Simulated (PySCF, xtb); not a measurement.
Precursor series Y F-OH. Gas-phase values, no solvent. One relaxed conformer stands for each flexible species; it need not be the lowest.

Quantity: redistribution energy (mixed species minus the weighted end members), in kJ/mol.

Level 1: TPSSh-D3(BJ)/def2-TZVP // TPSS-D3(BJ)/def2-SVP (PySCF)
Level 2: B3LYP/6-31G* (LANL2DZ on Y) // TPSS-D3(BJ)/def2-SVP (PySCF)
Level 3: M06-2X/6-31G* (LANL2DZ on Y) // TPSS-D3(BJ)/def2-SVP (PySCF)
Level 4: GFN2-xTB (xtb)

```csv
species,level 2,level 3,level 4
1 of 3 F replaced by OH: [Y(F)2(OH)],-2.92,-2.88,-10.17
2 of 3 F replaced by OH: [Y(F)(OH)2],-3.15,-2.89,-11.00
```

Task: What does level 1 give for each?

Result: 
- 1 of 3 F replaced by OH: [Y(F)2(OH)]: -3.07
- 2 of 3 F replaced by OH: [Y(F)(OH)2]: -3.09
